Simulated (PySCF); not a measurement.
C4H9O, SMILES [O]C(C)(C)C, multiplicity 2. Atoms are numbered in the order given.

```xyz
14

C     -0.5797    -1.3749     0.0000
C      0.0819     0.0237     0.0000
C     -0.3104     0.7888    -1.2679
C     -0.3104     0.7888     1.2679
O      1.4203    -0.2674     0.0000
H     -1.6721    -1.2449     0.0000
H     -0.2843    -1.9404     0.8945
H     -0.2843    -1.9404    -0.8945
H     -1.3950     0.9723    -1.3052
H      0.2031     1.7616    -1.2951
H     -0.0133     0.2196    -2.1604
H     -0.0133     0.2196     2.1604
H     -1.3950     0.9723     1.3052
H      0.2031     1.7616     1.2951
```
Charge 0, spin multiplicity 2.

The structure is a stationary point at PBE0-D3(BJ)/def2-SVP. The isomer is the one that the SMILES or the coordinates give; other isomers of the formula were not compared.

Computed with TDA-PBE/def2-SVPD (PySCF 2.14.0).

Vertical excitations. 

```json
[
 {"state": "root 1", "energy (eV)": "0.46", "λ (nm)": "2711", "f": "0.000", "main pairs": "β HOMO→LUMO 100 %"},
 {"state": "root 2", "energy (eV)": "3.51", "λ (nm)": "354", "f": "0.000", "main pairs": "β HOMO−2→LUMO 100 %"},
 {"state": "root 3", "energy (eV)": "3.65", "λ (nm)": "340", "f": "0.003", "main pairs": "β HOMO−1→LUMO 75 %, β HOMO−3→LUMO 23 %"},
 {"state": "root 4", "energy (eV)": "3.78", "λ (nm)": "328", "f": "0.005", "main pairs": "β HOMO−3→LUMO 77 %, β HOMO−1→LUMO 22 %"},
 {"state": "root 5", "energy (eV)": "3.93", "λ (nm)": "316", "f": "0.001", "main pairs": "β HOMO−4→LUMO 100 %"},
 {"state": "root 6", "energy (eV)": "4.67", "λ (nm)": "266", "f": "0.001", "main pairs": "β HOMO−5→LUMO 100 %"},
 {"state": "root 7", "energy (eV)": "4.91", "λ (nm)": "252", "f": "0.021", "main pairs": "β HOMO−6→LUMO 96 %"},
 {"state": "root 8", "energy (eV)": "5.65", "λ (nm)": "219", "f": "0.010", "main pairs": "β HOMO→LUMO+1 99 %"},
 {"state": "root 9", "energy (eV)": "6.05", "λ (nm)": "205", "f": "0.002", "main pairs": "β HOMO−7→LUMO 73 %, β HOMO−8→LUMO 26 %"},
 {"state": "root 10", "energy (eV)": "6.07", "λ (nm)": "204", "f": "0.013", "main pairs": "α HOMO→LUMO 99 %"}
]
```
Unrestricted roots are not spin-pure.
